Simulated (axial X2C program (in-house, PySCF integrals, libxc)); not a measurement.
**Testing model relations on SBr**

A bond curve at the PBE0 level, non-relativistic, was computed with an in-house relativistic program for diatomic molecules (basis Br dyall-v3z [8s8p5d1f], S dyall-v3z [8s7p2d1f] (cores contracted in-house)) for the state M_S = 1/2, Λ = 1 (beyond evenly filled blocks: π+α, π+β, π-α). Its fit gives Re = 2.1235 Å, ωe = 478.0 cm⁻¹, ωexe = 1.58 cm⁻¹ and αe = 7.696e-04 cm⁻¹; the masses are 78.9183 and 31.9721 u. The Hamiltonian is X2C with the speed of light multiplied by 100, the non-relativistic limit, so these are model numbers and not those of the real molecule.

(1) Find the reduced mass, Be and the force constant.

(2) Estimate De from a Morse curve and compare with the computed well depth of 2.659 eV to Br + S.

(3) The dipole moment p changes by 2.33 D/Å at Re. What harmonic infrared intensity follows?

(4) Where do the fundamental and the first overtone lie?

(5) Estimate the centrifugal constant by the Kratzer relation.

Occupations by symmetry block were frozen at the best pattern of an incomplete PBE0 search. Dissociation energies refer to the lowest single-determinant-based atoms at the same level and basis. Without a current term, density functionals place determinants with orbital angular momentum somewhat too high.

## Answers

(1) From the PBE0 values: μ = 22.7539 u. Be = 16.8576/(μ Re²) = 0.1643 cm⁻¹. k = 5.8918×10⁻⁷ μ ωe² = 3.06 mdyn/Å.

(2) De(Morse) = ωe²/(4ωexe) = 4.482 eV against 2.659 eV computed, a ratio of 1.69. The extrapolation overshoots: the well softens faster than a Morse curve, or the lowest atomic limit lies below the one to which the curve heads.

(3) I = 42.256 × (dp/dR)²/μ = 10 km/mol.

(4) ν(1←0) = ωe − 2ωexe = 474.8 cm⁻¹; ν(2←0) = 2ωe − 6ωexe = 946.5 cm⁻¹.

(5) D = 4Be³/ωe² = 7.76e-08 cm⁻¹.
